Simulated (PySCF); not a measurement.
Atom-mapped SMILES (the numbers label the heavy atoms): `[CH:1]#[C:2][Si@H:3]1[C@H:4]([F:5])[C@@H:6]1[O:7][CH:8]([CH3:9])[CH3:10]`. Hydrogens are named by the atom that carries them.

Fast rotation and ring inversion assumed for equivalent nuclei, no solvent, no relativistic terms, single conformer. GFN2-xTB geometry; GIAO PBE0/pcSseg-1 shieldings; PySCF.

**Question.** Predict the 2D correlation tables (HSQC, COSY, HMBC).

**Answer.** 

HSQC (one-bond C–H):
| δH | δC |
| --- | --- |
| 5.14 (H(C4)) | 82.4 (C4) |
| 3.69 (H(C8)) | 80.4 (C8) |
| 3.64 (H(C6)) | 65.1 (C6) |
| 1.72 (H(C1)) | 103.1 (C1) |
| 1.27 (H(C10)) | 24.7 (C10) |
| 1.26 (H(C9)) | 26.0 (C9) |

COSY cross peaks (H two or three bonds apart, from the bond graph; peaks can be absent where the dihedral angle is near 90°):
| δH | δH |
| --- | --- |
| 5.14 (H(C4)) | 3.80 (H(Si3)) |
| 5.14 (H(C4)) | 3.64 (H(C6)) |
| 3.80 (H(Si3)) | 3.64 (H(C6)) |
| 3.69 (H(C8)) | 1.27 (H(C10)) |
| 3.69 (H(C8)) | 1.26 (H(C9)) |

HMBC (two and three bonds, from the bond graph):
| δH | δC |
| --- | --- |
| 5.14 (H(C4)) | 83.9 (C2), 65.1 (C6) |
| 3.80 (H(Si3)) | 103.1 (C1), 83.9 (C2), 82.4 (C4), 65.1 (C6) |
| 3.69 (H(C8)) | 65.1 (C6), 26.0 (C9), 24.7 (C10) |
| 3.64 (H(C6)) | 83.9 (C2), 82.4 (C4), 80.4 (C8) |
| 1.72 (H(C1)) | 83.9 (C2) |
| 1.27 (H(C10)) | 80.4 (C8), 26.0 (C9) |
| 1.26 (H(C9)) | 80.4 (C8), 24.7 (C10) |

References, each an isolated molecule treated in the same way: $^{1}$H, $^{13}$C against TMS.

Short H···H contacts in this conformer between protons four or more bonds apart (candidates for NOE cross peaks, intensity ∝ r⁻⁶): H(C6)···H(C8) 2.32 Å, H(C9)···H(C10) 2.53 Å.

Shifts are as computed. Against solution values, carbons near 30 ppm lie about +3 ppm off and those near 130 ppm about +5 ppm. Of 1309 compounds with measured shifts, 239 miss one by over three times the rms of a fit or turn the order of signals round; such compounds aren't used in these exercises.
